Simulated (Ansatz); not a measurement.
Harmonic vibrations of CH6AlFGe (`[F][AlH][CH2][GeH3]`) by finite differences.

```yaml
crystal:
  periodic: [false, false, false]
  atoms:
    - {symbol: F, position_ang: [-1.305600, 0.169180, 2.571906]}
    - {symbol: Al, position_ang: [-1.479717, 0.408835, 0.945715]}
    - {symbol: C, position_ang: [0.102250, 0.800650, -0.090534]}
    - {symbol: Ge, position_ang: [1.074807, -0.788189, -0.701711]}
    - {symbol: H, position_ang: [-2.940477, 0.269649, 0.366802]}
    - {symbol: H, position_ang: [-0.169275, 1.372361, -0.983853]}
    - {symbol: H, position_ang: [0.806531, 1.399596, 0.494935]}
    - {symbol: H, position_ang: [0.126772, -1.714870, -1.488822]}
    - {symbol: H, position_ang: [1.619656, -1.569410, 0.506854]}
    - {symbol: H, position_ang: [2.248152, -0.399003, -1.618293]}
basis:
  gaussian: {orbitals: def2-TZVP}
hamiltonian: {xc: pbe0, dispersion: d4}
phonons: {temperatures: {t_min: 298.15, t_max: 900, t_step: 200}}
```

```sh
$ ansatz run in.yaml --threads 4 --pin off --events-out ev --progress --plain --max-ram 10444MiB
```

Shortened log:

```
Functional definition: PBE0
mean field -66956.38149947 eV, -2460.6016354401 hartree, gradient 6.6e-5 eV, S^2 0.000000; 0 other end points of the search recorded, 0 dependent functions left out
mean field -66956.38148080 eV, -2460.6016347540 hartree, gradient 9.7e-7 eV, S^2 0.000000; 0 other end points of the search recorded, 0 dependent functions left out
mean field -66956.38150592 eV, -2460.6016356771 hartree, gradient 9.0e-7 eV, S^2 0.000000; 0 other end points of the search recorded, 0 dependent functions left out
mean field -66956.38149646 eV, -2460.6016353296 hartree, gradient 1.1e-6 eV, S^2 0.000000; 0 other end points of the search recorded, 0 dependent functions left out
mean field -66956.38149555 eV, -2460.6016352960 hartree, gradient 1.0e-6 eV, S^2 0.000000; 0 other end points of the search recorded, 0 dependent functions left out
mean field -66956.38143968 eV, -2460.6016332427 hartree, gradient 1.1e-6 eV, S^2 0.000000; 0 other end points of the search recorded, 0 dependent functions left out
mean field -66956.38138799 eV, -2460.6016313432 hartree, gradient 1.3e-6 eV, S^2 0.000000; 0 other end points of the search recorded, 0 dependent functions left out
mean field -66956.38141344 eV, -2460.6016322784 hartree, gradient 1.8e-6 eV, S^2 0.000000; 0 other end points of the search recorded, 0 dependent functions left out
mean field -66956.38142616 eV, -2460.6016327461 hartree, gradient 1.5e-6 eV, S^2 0.000000; 0 other end points of the search recorded, 0 dependent functions left out
mean field -66956.38148647 eV, -2460.6016349624 hartree, gradient 1.1e-6 eV, S^2 0.000000; 0 other end points of the search recorded, 0 dependent functions left out
mean field -66956.38146750 eV, -2460.6016342650 hartree, gradient 9.5e-7 eV, S^2 0.000000; 0 other end points of the search recorded, 0 dependent functions left out
mean field -66956.38139511 eV, -2460.6016316048 hartree, gradient 1.7e-6 eV, S^2 0.000000; 0 other end points of the search recorded, 0 dependent functions left out
mean field -66956.38138280 eV, -2460.6016311525 hartree, gradient 2.0e-6 eV, S^2 0.000000; 0 other end points of the search recorded, 0 dependent functions left out
mean field -66956.38139895 eV, -2460.6016317462 hartree, gradient 9.0e-7 eV, S^2 0.000000; 0 other end points of the search recorded, 0 dependent functions left out
mean field -66956.38138759 eV, -2460.6016313286 hartree, gradient 9.5e-7 eV, S^2 0.000000; 0 other end points of the search recorded, 0 dependent functions left out
mean field -66956.38141221 eV, -2460.6016322335 hartree, gradient 1.1e-6 eV, S^2 0.000000; 0 other end points of the search recorded, 0 dependent functions left out
mean field -66956.38137690 eV, -2460.6016309356 hartree, gradient 1.4e-6 eV, S^2 0.000000; 0 other end points of the search recorded, 0 dependent functions left out
mean field -66956.38136554 eV, -2460.6016305183 hartree, gradient 2.4e-6 eV, S^2 0.000000; 0 other end points of the search recorded, 0 dependent functions left out
mean field -66956.38137394 eV, -2460.6016308270 hartree, gradient 2.6e-6 eV, S^2 0.000000; 0 other end points of the search recorded, 0 dependent functions left out
mean field -66956.38142867 eV, -2460.6016328382 hartree, gradient 1.0e-6 eV, S^2 0.000000; 0 other end points of the search recorded, 0 dependent functions left out
mean field -66956.38140074 eV, -2460.6016318120 hartree, gradient 1.2e-6 eV, S^2 0.000000; 0 other end points of the search recorded, 0 dependent functions left out
mean field -66956.38141269 eV, -2460.6016322512 hartree, gradient 1.9e-6 eV, S^2 0.000000; 0 other end points of the search recorded, 0 dependent functions left out
mean field -66956.38142615 eV, -2460.6016327455 hartree, gradient 1.3e-6 eV, S^2 0.000000; 0 other end points of the search recorded, 0 dependent functions left out
mean field -66956.38140076 eV, -2460.6016318126 hartree, gradient 1.1e-6 eV, S^2 0.000000; 0 other end points of the search recorded, 0 dependent functions left out
mean field -66956.38142657 eV, -2460.6016327611 hartree, gradient 9.9e-7 eV, S^2 0.000000; 0 other end points of the search recorded, 0 dependent functions left out
mean field -66956.38144319 eV, -2460.6016333717 hartree, gradient 1.9e-6 eV, S^2 0.000000; 0 other end points of the search recorded, 0 dependent functions left out
mean field -66956.38148077 eV, -2460.6016347530 hartree, gradient 1.8e-6 eV, S^2 0.000000; 0 other end points of the search recorded, 0 dependent functions left out
mean field -66956.38149574 eV, -2460.6016353030 hartree, gradient 2.1e-6 eV, S^2 0.000000; 0 other end points of the search recorded, 0 dependent functions left out
mean field -66956.38149844 eV, -2460.6016354023 hartree, gradient 2.4e-6 eV, S^2 0.000000; 0 other end points of the search recorded, 0 dependent functions left out
mean field -66956.38148804 eV, -2460.6016350199 hartree, gradient 2.7e-6 eV, S^2 0.000000; 0 other end points of the search recorded, 0 dependent functions left out
mean field -66956.38149128 eV, -2460.6016351392 hartree, gradient 2.9e-6 eV, S^2 0.000000; 0 other end points of the search recorded, 0 dependent functions left out
mean field -66956.38148275 eV, -2460.6016348255 hartree, gradient 1.2e-6 eV, S^2 0.000000; 0 other end points of the search recorded, 0 dependent functions left out
mean field -66956.38148503 eV, -2460.6016349093 hartree, gradient 8.5e-7 eV, S^2 0.000000; 0 other end points of the search recorded, 0 dependent functions left out
mean field -66956.38146581 eV, -2460.6016342030 hartree, gradient 1.0e-6 eV, S^2 0.000000; 0 other end points of the search recorded, 0 dependent functions left out
mean field -66956.38146137 eV, -2460.6016340401 hartree, gradient 1.1e-6 eV, S^2 0.000000; 0 other end points of the search recorded, 0 dependent functions left out
mean field -66956.38142737 eV, -2460.6016327905 hartree, gradient 1.2e-6 eV, S^2 0.000000; 0 other end points of the search recorded, 0 dependent functions left out
mean field -66956.38142663 eV, -2460.6016327632 hartree, gradient 1.2e-6 eV, S^2 0.000000; 0 other end points of the search recorded, 0 dependent functions left out
mean field -66956.38145115 eV, -2460.6016336645 hartree, gradient 1.4e-6 eV, S^2 0.000000; 0 other end points of the search recorded, 0 dependent functions left out
mean field -66956.38145061 eV, -2460.6016336444 hartree, gradient 1.3e-6 eV, S^2 0.000000; 0 other end points of the search recorded, 0 dependent functions left out
mean field -66956.38146132 eV, -2460.6016340381 hartree, gradient 2.9e-6 eV, S^2 0.000000; 0 other end points of the search recorded, 0 dependent functions left out
mean field -66956.38146095 eV, -2460.6016340245 hartree, gradient 1.1e-6 eV, S^2 0.000000; 0 other end points of the search recorded, 0 dependent functions left out
mean field -66956.38146103 eV, -2460.6016340275 hartree, gradient 9.9e-7 eV, S^2 0.000000; 0 other end points of the search recorded, 0 dependent functions left out
mean field -66956.38146370 eV, -2460.6016341255 hartree, gradient 1.1e-6 eV, S^2 0.000000; 0 other end points of the search recorded, 0 dependent functions left out
mean field -66956.38147952 eV, -2460.6016347068 hartree, gradient 2.4e-6 eV, S^2 0.000000; 0 other end points of the search recorded, 0 dependent functions left out
mean field -66956.38147277 eV, -2460.6016344587 hartree, gradient 2.0e-6 eV, S^2 0.000000; 0 other end points of the search recorded, 0 dependent functions left out
mean field -66956.38146743 eV, -2460.6016342625 hartree, gradient 2.4e-6 eV, S^2 0.000000; 0 other end points of the search recorded, 0 dependent functions left out
mean field -66956.38148681 eV, -2460.6016349749 hartree, gradient 1.1e-6 eV, S^2 0.000000; 0 other end points of the search recorded, 0 dependent functions left out
mean field -66956.38147470 eV, -2460.6016345299 hartree, gradient 2.0e-6 eV, S^2 0.000000; 0 other end points of the search recorded, 0 dependent functions left out
mean field -66956.38148871 eV, -2460.6016350447 hartree, gradient 2.1e-6 eV, S^2 0.000000; 0 other end points of the search recorded, 0 dependent functions left out
mean field -66956.38149644 eV, -2460.6016353286 hartree, gradient 1.7e-6 eV, S^2 0.000000; 0 other end points of the search recorded, 0 dependent functions left out
mean field -66956.38147945 eV, -2460.6016347042 hartree, gradient 1.9e-6 eV, S^2 0.000000; 0 other end points of the search recorded, 0 dependent functions left out
mean field -66956.38147321 eV, -2460.6016344749 hartree, gradient 2.2e-6 eV, S^2 0.000000; 0 other end points of the search recorded, 0 dependent functions left out
mean field -66956.38149044 eV, -2460.6016351081 hartree, gradient 2.6e-6 eV, S^2 0.000000; 0 other end points of the search recorded, 0 dependent functions left out
mean field -66956.38146440 eV, -2460.6016341514 hartree, gradient 1.2e-6 eV, S^2 0.000000; 0 other end points of the search recorded, 0 dependent functions left out
mean field -66956.38146471 eV, -2460.6016341627 hartree, gradient 1.9e-6 eV, S^2 0.000000; 0 other end points of the search recorded, 0 dependent functions left out
mean field -66956.38147384 eV, -2460.6016344983 hartree, gradient 9.7e-7 eV, S^2 0.000000; 0 other end points of the search recorded, 0 dependent functions left out
mean field -66956.38145971 eV, -2460.6016339789 hartree, gradient 2.6e-6 eV, S^2 0.000000; 0 other end points of the search recorded, 0 dependent functions left out
mean field -66956.38148709 eV, -2460.6016349852 hartree, gradient 2.7e-6 eV, S^2 0.000000; 0 other end points of the search recorded, 0 dependent functions left out
mean field -66956.38149433 eV, -2460.6016352511 hartree, gradient 1.8e-6 eV, S^2 0.000000; 0 other end points of the search recorded, 0 dependent functions left out
mean field -66956.38147230 eV, -2460.6016344417 hartree, gradient 2.1e-6 eV, S^2 0.000000; 0 other end points of the search recorded, 0 dependent functions left out
mean field -66956.38148257 eV, -2460.6016348190 hartree, gradient 2.2e-6 eV, S^2 0.000000; 0 other end points of the search recorded, 0 dependent functions left out
Total energy: -66956.54067457 eV, -2460.6074850170 hartree
Atom 0 at    -1.305600     0.169180     2.571906 Å, force     0.000405    -0.000143    -0.000573 eV/Å
Atom 1 at    -1.479717     0.408835     0.945715 Å, force     0.002133     0.002066     0.001958 eV/Å
Atom 2 at     0.102250     0.800650    -0.090534 Å, force    -0.000222    -0.000072     0.001173 eV/Å
Atom 3 at     1.074807    -0.788189    -0.701711 Å, force     0.000774     0.000724    -0.000528 eV/Å
Atom 4 at    -2.940477     0.269649     0.366802 Å, force    -0.002531    -0.000863    -0.001883 eV/Å
Atom 5 at    -0.169275     1.372361    -0.983853 Å, force    -0.001024     0.000046    -0.000126 eV/Å
Atom 6 at     0.806531     1.399596     0.494935 Å, force     0.000381    -0.000547     0.000085 eV/Å
Atom 7 at     0.126772    -1.714870    -1.488822 Å, force    -0.000166    -0.000546    -0.000062 eV/Å
Atom 8 at     1.619656    -1.569410     0.506854 Å, force     0.000068    -0.000452     0.000204 eV/Å
Atom 9 at     2.248152    -0.399003    -1.618293 Å, force     0.000180    -0.000215    -0.000248 eV/Å
Dipole moment:     0.079093     0.200690    -0.319315 e Å
Vibrations: 28.67 70.02 111.22 214.37 445.34 459.92 496.46 608.44 631.87 697.92 715.81 832.83 861.64 883.08 889.32 979.93 988.04 1379.51 1959.33 2136.08 2144.25 2151.63 3059.03 3123.24 cm⁻¹, zero-point energy 1.603608 eV
```

Run time 2.3 min (4 threads of an Arm Neoverse V1 on a shared host); peak host memory 0.48 GiB.
